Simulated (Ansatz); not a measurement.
CH₄FInTe (`[CH3][In]([F])[TeH]`) from Hartree–Fock to CCSD(T)

Z-matrix (Å, degrees):
```
C
In 1 2.133
H 1 1.089 2 111.0
H 1 1.090 2 108.5 3 120.9
H 1 1.090 2 108.4 3 -121.0
F 2 1.964 1 114.2 3 177.5
Te 2 2.676 1 136.4 3 -2.6
H 7 1.657 2 88.6 1 -179.9
```

The species carries charge 0 and has multiplicity 1. Correlated methods include outer-core shells of In, Te, which these sets cover unevenly. In, Te takes the def2 core potential. All single points use the PBE0-D4/def2-TZVP geometry. Frozen core, restricted reference, Ansatz 0.2.0.

| basis | HF (Eh) | MP2 corr. |
| --- | --- | --- |
| def2-SVP | -595.78531 | -0.54057 |
| def2-TZVPP | -595.97811 | -1.18310 |
| def2-QZVPP | -595.98814 | -1.56880 |

**Question.** Estimate the CCSD correlation energy and the (T) correction in each basis where they were run (hartree).

**Answer.** 
```tsv
basis	CCSD corr.	(T)
def2-SVP	-0.57583	-0.01491
def2-TZVPP	-1.16872	-0.03489
```
